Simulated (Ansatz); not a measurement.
Reactions of BClFH5OSi2, SMILES `OB[Si](F)([SiH3])Cl`.

Program: Ansatz. Geometries: PBE0-D4/def2-TZVP. ΔE: electronic, gas phase. CBS: MP2 limit from def2 TZ/QZ plus the TZ coupled-cluster correction, frozen cores. This one scheme is used for every species. DFT in def2-TZVPP. B3LYP here is the variant with VWN-RPA as its local correlation; programs differ in this. One conformer a species, not always the lowest.

| reaction | PBE0-D4 (kJ/mol) | B3LYP-D4 (kJ/mol) | ωB97X-V (kJ/mol) |
| --- | --- | --- | --- |
| `OB[Si](F)([SiH3])Cl` + CH₃OH → `COBO` + `F[SiH]([SiH3])Cl` | -155 | -162 | -162 |
| `OB[Si](F)([SiH3])Cl` + `CBO[SiH2]F` → `OB[Si](F)(F)Cl` + `CBO[SiH2][SiH3]` | 1 | 2 | 2 |
| `OB[Si](F)([SiH3])Cl` + `[SiH3]N[SiH3]` → `OBN([SiH3])[SiH3]` + `F[SiH]([SiH3])Cl` | -127 | -131 | -131 |
| `OB[Si](F)([SiH3])Cl` + `[SiH3]N[SiH3]` → `OBN[SiH3]` + `F[Si]([SiH3])([SiH3])Cl` | -93 | -88 | -85 |
| `OB[Si](F)([SiH3])Cl` + `BCC[SiH3]` → `F[Si]([SiH3])([SiH3])Cl` + `BCCBO` | -31 | -28 | -28 |
| `OB[Si](F)([SiH3])Cl` + `OCF` → `OBOCF` + `F[SiH]([SiH3])Cl` | -143 | -150 | -150 |

(1) Give the CCSD(T)/CBS values in the same order. (An estimate is asked.)

Largest T1 diagnostic: 0.013, for `OB[Si](F)([SiH3])Cl`.

Results:

(1) Computed: -162, 4, -135, -85, -26, -151 kJ/mol.
